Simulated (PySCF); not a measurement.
Structure problem from calculated spectra and properties.

Elements present: C, Cl and H. Monoisotopic mass: 138.0236 u.

| Property | Result |
| --- | --- |
| Rotational structure | rotational constants A, B, C: 2.318, 0.960, 0.679 GHz [PBE0-D3(BJ)/def2-SVP] |
| NMR, other nuclei | isotropic shieldings of nuclei other than C and H, by class: 799 (1 Cl) ppm [GIAO HF/pcSseg-1] |
| Polarisability | 113.8 au [B3LYP/def2-SVPD] |
| UV, first state | lowest singlet excitation: 4.54 eV (273 nm, f = 0.057) [TDDFT B3LYP/def2-SVPD] |
| 13C NMR | chemical shifts (computed TMS as zero) by class: 145.6 (1 C), 144.4 (1 C), 142.2 (1 C), 136.9 (1 C), 136.2 (1 C), 134.9 (1 C), 131.5 (1 C), 121.7 (1 C) ppm [GIAO HF/pcSseg-1] |
| Triplet | lowest triplet excitation (Tamm–Dancoff): 3.15 eV [TDA B3LYP/def2-SVPD] |

The electronic properties come from PySCF, for the isolated species, density fitting. Levels stand in brackets. Geometry: PBE0-D3(BJ)/def2-SVP, one conformer, isolated molecule. Each NMR value is the plain mean over a class of atoms that symmetry, rotation or inversion makes alike.

Question: Which formula fits the mass and the elements?

Answer: C8H7Cl (calculated 138.0236). No other formula that holds each of these elements comes within 0.0003 u with a fitting electron parity and a possible valence count.

Question: What is the compound? Reason from the data.

Answer: Numbering: `[CH2:1]=[CH:2][c:3]1[cH:4][cH:5][cH:6][c:7]([Cl:8])[cH:9]1`. Its formula, C8H7Cl, gives 5 degrees of unsaturation: 1 ring and 4 π bonds in the structure found (Kekulé form). 8 carbons fall into 8 classes; from least to most shielded: aromatic C–Cl carbon [C7] (145.6 ppm), substituted aromatic carbon [C3] (144.4 ppm), alkene CH carbon [C2] (142.2 ppm), aromatic CH carbon [C5] (136.9 ppm), aromatic CH carbon [C6] (136.2 ppm), aromatic CH carbon [C4] (134.9 ppm), aromatic CH carbon [C9] (131.5 ppm), terminal =CH2 carbon [C1] (121.7 ppm). The other shieldings belong to: 799 ppm, aryl chlorine [Cl8]. The optimised geometry has point group Cs and is an asymmetric top. Structure: 3-chlorostyrene (`C=CC1=CC=CC(Cl)=C1`). Computed isomers that give other values at the same levels: `Clc1cccc2c1CC2` (rotational constant A: 2.181 GHz; this holds for the one conformer computed); `C=Cc1ccc(Cl)cc1` (rotational constant A: 5.018 GHz; this holds for the one conformer computed); `ClC1=C/C=C\C=C/C=C\1` (rotational constant A: 2.496 GHz; this holds for the one conformer computed). The assignments are read from this structure; whether some other isomer fits the data as well wasn't checked.

The values belong to the conformer `[CH2:1]=[CH:2][c:3]1[cH:4][cH:5][cH:6][c:7]([Cl:8])[cH:9]1`: C1–C2–C3–C4 180°.
